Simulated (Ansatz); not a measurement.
Molecular dynamics of CH₁₀AlN₃

Input file:

```yaml
crystal:
  periodic: [false, false, false]
  atoms:
    - { symbol: Al, position_ang: [0.089988, -0.880057, 0.043415] }
    - { symbol: H, position_ang: [1.418942, -0.622725, -1.2468] }
    - { symbol: "N", position_ang: [-0.786514, -2.29664, -0.637798] }
    - { symbol: "N", position_ang: [0.560767, -0.789824, 1.776459] }
    - { symbol: H, position_ang: [0.836451, 0.212012, -1.258053] }
    - { symbol: "N", position_ang: [-0.295056, 0.868283, -0.694613] }
    - { symbol: C, position_ang: [-0.146203, 2.177069, -0.03921] }
    - { symbol: H, position_ang: [-1.453642, -2.863358, -0.107566] }
    - { symbol: H, position_ang: [-0.538523, -2.781329, -1.503696] }
    - { symbol: H, position_ang: [0.70095, 0.070379, 2.312428] }
    - { symbol: H, position_ang: [0.939292, -1.581137, 2.30369] }
    - { symbol: H, position_ang: [-1.051722, 0.877092, -1.393267] }
    - { symbol: H, position_ang: [-1.001623, 2.426103, 0.629549] }
    - { symbol: H, position_ang: [0.76909, 2.177985, 0.58821] }
    - { symbol: H, position_ang: [-0.042299, 3.006148, -0.772747] }
magnetization:
  spin_polarized: true
basis:
  gaussian: { orbitals: def2-SVP }
hamiltonian:
  xc: blyp
md:
  timestep: 0.5
  n_steps: 200
  ensemble: nve
  temperature: 300.0
  initial_velocities: maxwell_boltzmann
  seed: 11075
```

Run as:

```bash
$ ansatz run input.yaml --threads 4 --pin off --max-ram 5120MiB --backend cpu --events-out ev --progress --plain --runs-dir out
```

It starts at the highest image of a converged band, a first-order saddle point between two minima.

Output, in part (one step line in 4, the closing report, with atoms numbered from 0):

```
md step     0: t =     0.00 fs  T =   300.0 K  F+E_penalty+E_count = -12259.14433476 eV  E_kin = 0.504114 eV  conserved = -12258.64022076 eV  (31 SCF iters)
md step     4: t =     2.00 fs  T =   207.5 K  F+E_penalty+E_count = -12258.98677816 eV  E_kin = 0.348726 eV  conserved = -12258.63805185 eV  (32 SCF iters)
md step     8: t =     4.00 fs  T =   132.3 K  F+E_penalty+E_count = -12258.86055002 eV  E_kin = 0.222359 eV  conserved = -12258.63819063 eV  (32 SCF iters)
md step    12: t =     6.00 fs  T =    99.3 K  F+E_penalty+E_count = -12258.80522301 eV  E_kin = 0.166911 eV  conserved = -12258.63831231 eV  (33 SCF iters)
md step    16: t =     8.00 fs  T =   121.5 K  F+E_penalty+E_count = -12258.84172153 eV  E_kin = 0.204223 eV  conserved = -12258.63749874 eV  (33 SCF iters)
md step    20: t =    10.00 fs  T =   235.3 K  F+E_penalty+E_count = -12259.03509490 eV  E_kin = 0.395384 eV  conserved = -12258.63971054 eV  (32 SCF iters)
md step    24: t =    12.00 fs  T =   228.2 K  F+E_penalty+E_count = -12259.02179062 eV  E_kin = 0.383435 eV  conserved = -12258.63835602 eV  (33 SCF iters)
md step    28: t =    14.00 fs  T =   204.7 K  F+E_penalty+E_count = -12258.98270439 eV  E_kin = 0.344037 eV  conserved = -12258.63866711 eV  (32 SCF iters)
md step    32: t =    16.00 fs  T =   163.6 K  F+E_penalty+E_count = -12258.91315270 eV  E_kin = 0.274919 eV  conserved = -12258.63823416 eV  (32 SCF iters)
md step    36: t =    18.00 fs  T =   177.7 K  F+E_penalty+E_count = -12258.93640540 eV  E_kin = 0.298565 eV  conserved = -12258.63784066 eV  (33 SCF iters)
md step    40: t =    20.00 fs  T =   279.9 K  F+E_penalty+E_count = -12259.10914217 eV  E_kin = 0.470386 eV  conserved = -12258.63875588 eV  (32 SCF iters)
md step    44: t =    22.00 fs  T =   369.0 K  F+E_penalty+E_count = -12259.25872283 eV  E_kin = 0.620099 eV  conserved = -12258.63862426 eV  (33 SCF iters)
md step    48: t =    24.00 fs  T =   432.1 K  F+E_penalty+E_count = -12259.36533947 eV  E_kin = 0.726146 eV  conserved = -12258.63919371 eV  (33 SCF iters)
md step    52: t =    26.00 fs  T =   407.2 K  F+E_penalty+E_count = -12259.32269859 eV  E_kin = 0.684177 eV  conserved = -12258.63852190 eV  (32 SCF iters)
md step    56: t =    28.00 fs  T =   397.9 K  F+E_penalty+E_count = -12259.30680684 eV  E_kin = 0.668637 eV  conserved = -12258.63817015 eV  (33 SCF iters)
md step    60: t =    30.00 fs  T =   432.4 K  F+E_penalty+E_count = -12259.36529924 eV  E_kin = 0.726629 eV  conserved = -12258.63866976 eV  (33 SCF iters)
md step    64: t =    32.00 fs  T =   479.2 K  F+E_penalty+E_count = -12259.44320230 eV  E_kin = 0.805302 eV  conserved = -12258.63790049 eV  (33 SCF iters)
md step    68: t =    34.00 fs  T =   581.3 K  F+E_penalty+E_count = -12259.61674515 eV  E_kin = 0.976805 eV  conserved = -12258.63994001 eV  (33 SCF iters)
md step    72: t =    36.00 fs  T =   541.5 K  F+E_penalty+E_count = -12259.54816628 eV  E_kin = 0.909982 eV  conserved = -12258.63818432 eV  (32 SCF iters)
md step    76: t =    38.00 fs  T =   507.3 K  F+E_penalty+E_count = -12259.49149560 eV  E_kin = 0.852401 eV  conserved = -12258.63909422 eV  (33 SCF iters)
md step    80: t =    40.00 fs  T =   449.2 K  F+E_penalty+E_count = -12259.39285408 eV  E_kin = 0.754820 eV  conserved = -12258.63803438 eV  (33 SCF iters)
md step    84: t =    42.00 fs  T =   443.8 K  F+E_penalty+E_count = -12259.38395915 eV  E_kin = 0.745731 eV  conserved = -12258.63822792 eV  (33 SCF iters)
md step    88: t =    44.00 fs  T =   505.7 K  F+E_penalty+E_count = -12259.48842290 eV  E_kin = 0.849706 eV  conserved = -12258.63871698 eV  (33 SCF iters)
md step    92: t =    46.00 fs  T =   546.5 K  F+E_penalty+E_count = -12259.55729554 eV  E_kin = 0.918379 eV  conserved = -12258.63891641 eV  (33 SCF iters)
md step    96: t =    48.00 fs  T =   539.4 K  F+E_penalty+E_count = -12259.54549896 eV  E_kin = 0.906430 eV  conserved = -12258.63906858 eV  (33 SCF iters)
md step   100: t =    50.00 fs  T =   487.8 K  F+E_penalty+E_count = -12259.45803667 eV  E_kin = 0.819633 eV  conserved = -12258.63840411 eV  (33 SCF iters)
md step   104: t =    52.00 fs  T =   461.6 K  F+E_penalty+E_count = -12259.41391825 eV  E_kin = 0.775700 eV  conserved = -12258.63821828 eV  (32 SCF iters)
md step   108: t =    54.00 fs  T =   483.8 K  F+E_penalty+E_count = -12259.45161291 eV  E_kin = 0.812903 eV  conserved = -12258.63871002 eV  (33 SCF iters)
md step   112: t =    56.00 fs  T =   524.9 K  F+E_penalty+E_count = -12259.52010147 eV  E_kin = 0.882073 eV  conserved = -12258.63802881 eV  (33 SCF iters)
md step   116: t =    58.00 fs  T =   602.5 K  F+E_penalty+E_count = -12259.65249987 eV  E_kin = 1.012433 eV  conserved = -12258.64006702 eV  (33 SCF iters)
md step   120: t =    60.00 fs  T =   553.6 K  F+E_penalty+E_count = -12259.56843602 eV  E_kin = 0.930269 eV  conserved = -12258.63816737 eV  (33 SCF iters)
md step   124: t =    62.00 fs  T =   525.6 K  F+E_penalty+E_count = -12259.52185505 eV  E_kin = 0.883231 eV  conserved = -12258.63862356 eV  (33 SCF iters)
md step   128: t =    64.00 fs  T =   496.4 K  F+E_penalty+E_count = -12259.47300623 eV  E_kin = 0.834150 eV  conserved = -12258.63885592 eV  (33 SCF iters)
md step   132: t =    66.00 fs  T =   470.9 K  F+E_penalty+E_count = -12259.42915575 eV  E_kin = 0.791362 eV  conserved = -12258.63779402 eV  (32 SCF iters)
md step   136: t =    68.00 fs  T =   532.0 K  F+E_penalty+E_count = -12259.53335594 eV  E_kin = 0.893907 eV  conserved = -12258.63944859 eV  (34 SCF iters)
md step   140: t =    70.00 fs  T =   522.9 K  F+E_penalty+E_count = -12259.51735220 eV  E_kin = 0.878754 eV  conserved = -12258.63859794 eV  (33 SCF iters)
md step   144: t =    72.00 fs  T =   496.2 K  F+E_penalty+E_count = -12259.47227219 eV  E_kin = 0.833804 eV  conserved = -12258.63846855 eV  (33 SCF iters)
md step   148: t =    74.00 fs  T =   477.1 K  F+E_penalty+E_count = -12259.44048261 eV  E_kin = 0.801785 eV  conserved = -12258.63869764 eV  (33 SCF iters)
md step   152: t =    76.00 fs  T =   475.1 K  F+E_penalty+E_count = -12259.43677924 eV  E_kin = 0.798274 eV  conserved = -12258.63850556 eV  (33 SCF iters)
md step   156: t =    78.00 fs  T =   501.9 K  F+E_penalty+E_count = -12259.48191237 eV  E_kin = 0.843375 eV  conserved = -12258.63853688 eV  (33 SCF iters)
md step   160: t =    80.00 fs  T =   533.2 K  F+E_penalty+E_count = -12259.53467703 eV  E_kin = 0.895918 eV  conserved = -12258.63875907 eV  (33 SCF iters)
md step   164: t =    82.00 fs  T =   544.4 K  F+E_penalty+E_count = -12259.55383376 eV  E_kin = 0.914861 eV  conserved = -12258.63897273 eV  (32 SCF iters)
md step   168: t =    84.00 fs  T =   501.3 K  F+E_penalty+E_count = -12259.48110037 eV  E_kin = 0.842404 eV  conserved = -12258.63869624 eV  (33 SCF iters)
md step   172: t =    86.00 fs  T =   473.2 K  F+E_penalty+E_count = -12259.43360490 eV  E_kin = 0.795179 eV  conserved = -12258.63842550 eV  (33 SCF iters)
md step   176: t =    88.00 fs  T =   472.6 K  F+E_penalty+E_count = -12259.43297983 eV  E_kin = 0.794173 eV  conserved = -12258.63880689 eV  (34 SCF iters)
md step   180: t =    90.00 fs  T =   467.0 K  F+E_penalty+E_count = -12259.42257993 eV  E_kin = 0.784794 eV  conserved = -12258.63778582 eV  (33 SCF iters)
md step   184: t =    92.00 fs  T =   538.5 K  F+E_penalty+E_count = -12259.54450061 eV  E_kin = 0.904824 eV  conserved = -12258.63967666 eV  (33 SCF iters)
md step   188: t =    94.00 fs  T =   516.2 K  F+E_penalty+E_count = -12259.50580166 eV  E_kin = 0.867411 eV  conserved = -12258.63839063 eV  (33 SCF iters)
md step   192: t =    96.00 fs  T =   496.7 K  F+E_penalty+E_count = -12259.47357507 eV  E_kin = 0.834567 eV  conserved = -12258.63900766 eV  (33 SCF iters)
md step   196: t =    98.00 fs  T =   467.3 K  F+E_penalty+E_count = -12259.42354118 eV  E_kin = 0.785254 eV  conserved = -12258.63828744 eV  (33 SCF iters)
md step   200: t =   100.00 fs  T =   456.4 K  F+E_penalty+E_count = -12259.40552899 eV  E_kin = 0.767000 eV  conserved = -12258.63852867 eV  (32 SCF iters)
Total energy: -12259.40600798 eV, -450.5248610693 hartree
Atom 0 at    -0.260366    -0.695348     0.193494 Å, force     0.310081    -0.353305     0.143969 eV/Å
Atom 1 at     5.433907    -3.184995    -3.762137 Å, force    -0.042687     0.024538     0.038996 eV/Å
Atom 2 at    -0.595178    -2.219055    -0.655308 Å, force     0.395795    -0.519728     0.292818 eV/Å
Atom 3 at     0.690195    -0.863130     1.696582 Å, force     0.252710    -0.245858     0.252276 eV/Å
Atom 4 at     4.915935    -2.873894    -3.287386 Å, force     0.042844    -0.024298    -0.039090 eV/Å
Atom 5 at    -0.633433     0.877121    -0.512102 Å, force    -0.476310     1.567356    -1.069667 eV/Å
Atom 6 at    -0.143747     2.206534    -0.028407 Å, force    -0.347238    -0.231057    -1.719178 eV/Å
Atom 7 at     0.147562    -2.907015    -0.472873 Å, force    -0.201582    -0.215612     0.052377 eV/Å
Atom 8 at    -0.908194    -2.377224    -1.599094 Å, force    -0.310507     0.026129    -0.689551 eV/Å
Atom 9 at     0.571818    -0.258734     2.507006 Å, force     0.083714     0.142601     0.204957 eV/Å
Atom 10 at     1.186428    -1.720217     1.987569 Å, force    -0.244962     0.308196    -0.098685 eV/Å
Atom 11 at    -1.272732     0.939097    -1.367102 Å, force     1.046967     0.107414     1.305238 eV/Å
Atom 12 at    -0.966667     2.936062    -0.008824 Å, force    -0.317393     0.217536     0.786233 eV/Å
Atom 13 at     0.451562     2.124713     0.866529 Å, force    -0.185402    -0.263153     1.359833 eV/Å
Atom 14 at     0.610862     2.765846    -0.640761 Å, force    -0.006030    -0.540758    -0.820526 eV/Å
Dipole moment:     0.040772     0.006067    -0.042589 e Å
```

All steps were run. The conserved energy stayed within 0.21 meV per atom of its start (net change 0.11 meV per atom), so the integration is sound. The kinetic energy rose, since the run started high on the potential surface and went downhill. It ends in pieces (CH8AlN3 + H2), so much of that is their flight and rotation, not heat. A run of 0.1 ps of so small a system gives no equilibrium averages. The orbitals were unrestricted but ended closed-shell.

Between its relaxed ends the band would form H2–H5 and break Al1–H2, H5–N6. These pairs go: H2–H5 1.02 → 0.77 Å, Al1–H2 1.87 → 7.37 Å, H5–N6 1.42 → 7.25 Å. In the last frame they stand as after the step (other bonds may differ from the relaxed reactants and products). Also parted: Al1–H5 1.86 → 6.61 Å. It ends as CH8AlN3 + H2. Pairs count as bonded within 1.25 times the sum of covalent radii (0.12 Å more for H–H).

Last frame:

```xyz
15
Properties=species:S:1:pos:R:3
Al -0.260 -0.695 0.194
H 5.434 -3.185 -3.762
N -0.595 -2.219 -0.655
N 0.690 -0.863 1.697
H 4.916 -2.874 -3.287
N -0.633 0.877 -0.512
C -0.144 2.207 -0.028
H 0.148 -2.907 -0.473
H -0.908 -2.377 -1.599
H 0.572 -0.259 2.507
H 1.186 -1.720 1.988
H -1.273 0.939 -1.367
H -0.967 2.936 -0.009
H 0.452 2.125 0.867
H 0.611 2.766 -0.641
```

Time of the run: 12 min on 4 threads of Arm Neoverse N1, on a shared host, peak memory 0.21 GiB.
